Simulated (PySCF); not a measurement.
From one molecule to another.

First species: C4H9FO2Si.
SMILES: `CCCOC(=O)[SiH2]F`

Second species: C4H9FO2Si.
SMILES: `O(C(C)C)C([SiH2]F)=O`

Levels: CAM-B3LYP/def2-SVPD for dipole moment, HOMO energy, LUMO energy, HOMO–LUMO gap, static isotropic polarisability and electronic spatial extent ⟨r²⟩ about the centre of nuclear charge; TDDFT CAM-B3LYP/def2-SVPD for lowest singlet excitation; TDA CAM-B3LYP/def2-SVPD for lowest triplet excitation (Tamm–Dancoff); GFN2-xTB for rotational constant A and rotational constant C. Geometries: GFN2-xTB. Each species is one conformer at its optimised geometry, gas phase, non-relativistic unless stated. Electronic properties by PySCF.

Dipoles, sizes and rotational constants follow the conformer. The torsions of the flexible species, by atom-mapped SMILES:
- `[CH3:1][CH2:2][CH2:3][O:4][C:5](=[O:6])[SiH2:7][F:8]`: C1–C2–C3–O4 -63°, C2–C3–O4–C5 -84°, C3–O4–C5–O6 0°, O4–C5–Si7–F8 84°
- `[CH3:1][CH:2]([CH3:3])[O:4][C:5](=[O:6])[SiH2:7][F:8]`: C1–C2–O4–C5 -154°, C2–O4–C5–O6 1°, O4–C5–Si7–F8 46°

**Question.** Which of the two has the higher rotational constant A, and by how much?

**Answer.** The first: 3.513 GHz against 2.837 GHz, a difference of 0.676 GHz.

**Question.** Which of the two has the higher dipole moment, and by how much?

**Answer.** The first: 2.66 D against 1.63 D, a difference of 1.03 D.

**Question.** Which of the two has the higher HOMO energy, and by how much?

**Answer.** The second: -9.34 eV against -9.40 eV, a difference of 0.06 eV.

**Question.** Which of the two has the higher static isotropic polarisability, and by how much?

**Answer.** The second: 80.3 au against 79.6 au, a difference of 0.7 au.

**Question.** Which has the higher S1 energy?

**Answer.** The second: 4.93 eV against 4.81 eV, a difference of 0.12 eV.

**Question.** Which has the higher rotational constant C?

**Answer.** The second: 0.840 GHz against 0.748 GHz, a difference of 0.092 GHz.

**Question.** Which has the higher ⟨r²⟩?

**Answer.** The first: 1574 bohr² against 1451 bohr², a difference of 123 bohr².

**Question.** Which of the two has the higher LUMO energy, and by how much?

**Answer.** The second: 0.01 eV against -0.23 eV, a difference of 0.24 eV.

On the first: No computed singlet falls in the visible range (750 to 380 nm, 1.65 to 3.26 eV); S1 lies 1.55 eV above its blue end. The polarisability is 11.80 Å³ as a volume (1 au = 0.148185 Å³), or 1.11 au for each of the 72 electrons.

On the second: The polarisability is 11.90 Å³ as a volume (1 au = 0.148185 Å³), or 1.12 au for each of the 72 electrons. In atomic units the dipole is 0.64 e·bohr (1 au = 2.5417 D).
